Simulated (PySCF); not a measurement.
Job for PySCF: D3(BJ) and D4 dispersion corrections on FGeH3O (SMILES [OH][GeH2][F]), a point of a torsion scan.

```python
from pyscf import gto
from pyscf.dispersion import dftd3, dftd4

mol = gto.M(
    atom='''
    O     1.22747424   -0.08876525   -0.46103109
    Ge   -0.41255511   -0.16050248    0.02686811
    F    -1.04529733    1.43290456   -0.27508395
    H     1.92179659    0.16111577    0.14490973
    H    -0.61125000   -0.35603248    1.49801793
    H    -1.09060559   -1.03280855   -0.96548157
    ''',
    basis='def2-svp',
    charge=0, spin=0, verbose=0, max_memory=1800)
d3, d4 = {}, {}
for xc in ['hf', 'pbe', 'blyp', 'revpbe', 'tpss', 'r2scan', 'b3lyp', 'pbe0', 'bhlyp', 'camb3lyp', 'b2plyp']:
    d3[xc] = float(dftd3.DFTD3Dispersion(mol, xc=xc, version='d3bj', atm=False).get_dispersion()['energy'])
    print(f'D3(BJ) {xc:10s} {d3[xc]:14.8f} Eh')
for xc in ['hf', 'pbe', 'blyp', 'revpbe', 'tpss', 'r2scan', 'b3lyp', 'pbe0', 'bhlyp', 'camb3lyp', 'b2plyp']:
    d4[xc] = float(dftd4.DFTD4Dispersion(mol, xc={'camb3lyp': 'cam-b3lyp'}.get(xc, xc), atm=True).get_dispersion()['energy'])
    print(f'D4     {xc:10s} {d4[xc]:14.8f} Eh')
```

Output:

```
D3(BJ) hf            -0.02548636 Eh
D3(BJ) pbe           -0.00269815 Eh
D3(BJ) blyp          -0.00596351 Eh
D3(BJ) revpbe        -0.00684276 Eh
D3(BJ) tpss          -0.00341066 Eh
D3(BJ) r2scan        -0.00069503 Eh
D3(BJ) b3lyp         -0.00490052 Eh
D3(BJ) pbe0          -0.00232937 Eh
D3(BJ) bhlyp         -0.00398933 Eh
D3(BJ) camb3lyp      -0.00211871 Eh
D3(BJ) b2plyp        -0.00232266 Eh
D4     hf            -0.01065208 Eh
D4     pbe           -0.00281784 Eh
D4     blyp          -0.00636859 Eh
D4     revpbe        -0.00900022 Eh
D4     tpss          -0.00380969 Eh
D4     r2scan        -0.00063471 Eh
D4     b3lyp         -0.00458860 Eh
D4     pbe0          -0.00233213 Eh
D4     bhlyp         -0.00344346 Eh
D4     camb3lyp      -0.00234090 Eh
D4     b2plyp        -0.00193670 Eh
```

The run finished.

Cost: around 0.020 core-seconds (rough).
